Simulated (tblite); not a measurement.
Energy landscape of HfO2, singlet: map of symmetric stretch and bend. Scanned: Hf-O bond length and O-Hf-O angle.

Cartesian coordinates as functions of the variables (Å; names that start with a are angles):
```
Hf  0  0  0
O  r*sin(a/2)  0  r*cos(a/2)
O  -r*sin(a/2)  0  r*cos(a/2)
```

Calculation: GFN2-xTB, 300 K electronic temperature run with tblite.

Energy in kJ/mol above the lowest grid point; x is the Hf-O bond length (Å), y the O-Hf-O angle (°).

```
y \ x    1.51   1.60  1.69  1.78  1.87  1.96   2.05   2.14   2.23   2.31   2.40
------  -----  -----  ----  ----  ----  ----  -----  -----  -----  -----  -----
180     414.2  174.4  72.0  43.7  55.2  87.9  132.4  183.9  240.0  292.7  354.2
171.36  412.8  172.9  70.4  42.2  53.8  86.7  131.3  182.9  239.0  291.7  353.2
162.73  408.6  168.6  66.0  37.9  49.8  83.0  128.0  179.9  236.2  289.0  350.5
154.09  402.1  161.8  59.2  31.3  43.6  77.5  123.1  175.4  232.1  285.0  346.6
145.45  394.0  153.5  50.8  23.2  36.1  70.7  117.1  170.1  227.2  280.3  342.0
136.82  385.3  144.6  41.9  14.7  28.2  63.7  110.9  164.7  222.4  275.9  337.7
128.18  377.8  136.6  33.9   6.9  21.1  57.5  105.6  160.3  218.6  272.6  334.7
119.55  373.3  131.3  28.3   1.5  16.2  53.2  102.3  157.8  216.9  271.3  333.8
110.91  374.8  131.0  27.1   0.0  14.8  52.4  102.1  158.3  218.1  273.1  336.0
102.27  386.3  139.0  33.0   4.7  18.9  56.4  106.3  163.0  223.4  278.7  342.0
93.64   414.3  160.4  49.9  18.7  31.1  67.4  116.8  173.3  233.7  289.2  352.7
85      469.7  203.9  84.8  47.4  55.5  88.9  136.2  191.5  251.1  306.1  369.2
```

Points that lie below all their neighbours on the grid: x = 1.78, y = 110.91 (0.0 kJ/mol).
